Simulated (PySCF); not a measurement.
A structure optimised at TPSSh-D3(BJ)/def2-SVP, used in a PySCF frequency run:

```
B
O 1 1.3656
H 2 0.9682 1 111.81
O 1 1.3674 2 121.44 3 180.00
C 4 1.3680 1 130.16 2 0.00
C 5 1.3374 4 128.26 1 0.00
H 6 1.0889 5 123.03 4 0.00
H 6 1.0915 7 118.92 5 180.00
H 5 1.0934 6 121.80 7 180.00
C 1 1.5426 2 121.09 3 0.00
C 10 1.2196 4 153.43 1 180.00
H 11 1.0745 3 145.12 2 180.00
```

Problem. Write its SMILES, formula and point group.

Solution. C#CB(O)OC=C, C₄H₅BO₂, Cs

Problem. What are its rotational constants (standard atomic weights)?

Solution. 7.3936, 1.5098, 1.2538 GHz
